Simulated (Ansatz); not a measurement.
Molecule: sum formula H7Si2N2O (charge 0, doublet). It need not be the lowest isomer of its formula. SMILES: [SiH2](O[SiH2][NH])N
Geometry from a B3LYP-D3(BJ)/def2-TZVP (Ansatz, a program for electronic structure) optimisation:
```xyz
12

N      1.2114     1.6992    -0.0968
Si     1.6224     0.0007    -0.0308
O      0.2797    -0.8880    -0.2528
Si    -1.3586    -0.6573    -0.2893
N     -1.9577     0.4558     0.8589
H      2.0100     2.3283     0.0145
H      2.2129    -0.2888     1.3001
H      2.5988    -0.3118    -1.1025
H     -1.6924    -0.1646    -1.6403
H     -1.9695    -1.9694    -0.0021
H     -2.1415     0.1827     1.8107
H     -1.7253     1.4348     0.7892
```
Charge 0, spin multiplicity 2.

Atomisation energy built up term by term with Ansatz (kcal/mol; UHF references for open shells; valence terms freeze the core; atomic spin-orbit terms are left out). CBS marks a two-point X^-3 extrapolation of the correlation energy; Hartree-Fock from the larger set.

| term | basis | kcal/mol |
|---|---|---|
| Hartree-Fock | cc-pV(Q+d)Z | 697.82 |
| CCSD correlation | CBS(cc-pV(T+d)Z,cc-pV(Q+d)Z) | 269.05 |
| (T) | CBS(cc-pV(T+d)Z,cc-pV(Q+d)Z) | 14.49 |
| core correlation | cc-pwCVTZ | 1.33 |
| scalar relativity (X2C) | cc-pVTZ-DK against cc-pVTZ | -2.32 |
| sum: De |  | 980.4 |

(T) makes 1.5 % of the CCSD(T) atomisation energy; under 5 % is typical of single-reference molecules.
